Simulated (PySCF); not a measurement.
How methods differ on the ionisation energy of Cu²⁺

Cu²⁺ [Ar] 3d9 (2D) → Cu³⁺ [Ar] 3d8 (3F), as a difference of total energies. Calculation: PySCF 2.14, in aug-cc-pVDZ-DK; scalar relativity by spin-free X2C-1e. Correlated levels: valence: [Ar] frozen. The calculations carry no spin-orbit coupling.

Q: Order these methods by the ionisation energy they give, lowest first.
A. SCS-MP2 (valence)
B. TPSS
C. MP2 (valence)
D. M06-2X

A: A (36.498 eV), C (36.745 eV), D (36.793 eV), B (36.890 eV).

The reference lies between the lowest fine-structure levels, while these numbers refer to the centres of the terms.

Errors of the correlated levels include the incompleteness of this basis and the frozen core.

For comparison: 36.841 ± 0.012 eV (measured; NIST Atomic Spectra Database, ionization energies).
